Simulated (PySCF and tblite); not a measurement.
The numbers below are computed, except where a source is named.
## Rotation: stationary points, barriers and rates

System: C4H8OSe2, numbered as in [CH2:1]=[C:2]([O:3][CH3:4])[Se:5][Se:6][CH3:7].

Motion: rotation about the Se5–Se6 bond (torsion C2–Se5–Se6–C7 from -88° to 88°, rising). The path came from a restrained scan, a climbing-image band and a saddle search at GFN2-xTB; energies are revPBE/pcSseg-1 + D3(BJ)//GFN2-xTB, thermal terms GFN2-xTB. Rates follow Eyring's equation with the number of equivalent paths and no tunnelling. Run with tblite and PySCF.

| point | symmetry | E(GFN2) kcal/mol | E(DFT) kcal/mol | ZPE change kcal/mol | lowest mode cm⁻¹ | dipole D |
| --- | --- | --- | --- | --- | --- | --- |
| start | C1 | 0.0 | 0.0 | 0.00 | 29 | 2.63 |
| saddle | C1 | 6.9 | 6.5 | 0.05 | 64i | 3.61 |
| end | C1 | 0.0 | 0.0 | 0.00 | 29 | 2.63 |

```
Electronic barrier                                      : 6.5 kcal/mol
Barrier with zero-point energy                          : 6.5 kcal/mol
ΔH‡ (298 K)                                             : 5.9 kcal/mol
ΔS‡ (298 K, symmetry apart)                             : -4.6 cal/(mol K)
Paths                                                   : 2 equivalent paths
End point                                               : the same structure with atoms interchanged, or its mirror image
Mean lifetime of the start against this motion at 298 K : 18 ns
Cost                                                    : 93 s on 1 thread of Arm Neoverse V2, on a host shared with other jobs (rough), peak memory 0.91 GiB, launched as `OMP_NUM_THREADS=1 python ens_run.py task.json out`
```

```csv
T/K,ΔG‡ kcal/mol,k s⁻¹
150,6.8,730
200,7.0,2×10⁵
250,7.1,6.2×10⁶
298,7.3,5.7×10⁷
350,7.5,3.2×10⁸
400,7.7,1.1×10⁹
500,8.0,6.4×10⁹
```

ΔG and ΔG‡ leave out symmetry numbers and mirror images; rates count paths: 2 out.

Spin–orbit effects of heavy atoms on shieldings are missing.
